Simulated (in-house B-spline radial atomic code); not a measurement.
Whole-atom quantities along the 33-electron series, configuration 1s2 2s2 2p6 3s2 3p6 3d10 4s2 4p1/2(2) 4p3/2(1). Breit and QED terms are first order and not part of the total energy; the density at the nucleus is averaged over the nuclear charge. Computed with a B-spline radial code for spherical atoms: Dirac-Hartree-Fock, jj configuration that fills j = l - 1/2 first, finite nuclei.

```tsv
ion	Z	E/Z² (Eh)	Σ<r²> (bohr²)	n(0)/Z³ (bohr⁻³)	Lamb diamagnetic shielding (ppm)	repulsion over attraction	Breit energy (eV)	self-energy (eV)	vacuum polarisation (eV)
Nd27+	60	-2.5749	3.0851	1.9855	6362.46	0.10293	219.37	174.74	-25.819
Pm28+	61	?	?	?	?	?	?	?	?
Sm29+	62	-2.602	2.7994	2.1076	6640.73	0.099757	245.07	196.91	-29.935
Eu30+	63	?	?	?	?	?	?	?	?
Gd31+	64	-2.6284	2.5508	2.2504	6923.9	0.09673	272.83	221.23	-34.603
Tb32+	65	-2.6415	2.4384	2.3429	7067.5	0.095268	287.52	234.25	-37.175
Dy33+	66	-2.6543	2.3331	2.408	7212.33	0.09384	302.75	247.87	-39.888
Ho34+	67	-2.6671	2.2342	2.4994	7358.66	0.092442	318.55	262.12	-42.79
```

(1) Fill in the row of Pm28+.

(2) Fill in the row of Eu30+.

(3) With what power of Z does the column «Breit energy (eV)» change over this range?

## Answers

(1) E/Z² (Eh): -2.5885; Σ<r²> (bohr²): 2.9371; n(0)/Z³ (bohr⁻³): 2.0486; Lamb diamagnetic shielding (ppm): 6501.02; repulsion over attraction: 0.10132; Breit energy (eV): 231.97; self-energy (eV): 185.57; vacuum polarisation (eV): -27.814.

(2) E/Z² (Eh): -2.6153; Σ<r²> (bohr²): 2.6709; n(0)/Z³ (bohr⁻³): 2.1782; Lamb diamagnetic shielding (ppm): 6781.69; repulsion over attraction: 0.098226; Breit energy (eV): 258.69; self-energy (eV): 208.8; vacuum polarisation (eV): -32.197.

(3) A fit of the logarithm of its size against log Z from Z = 60 to 67 has slope 3.38.
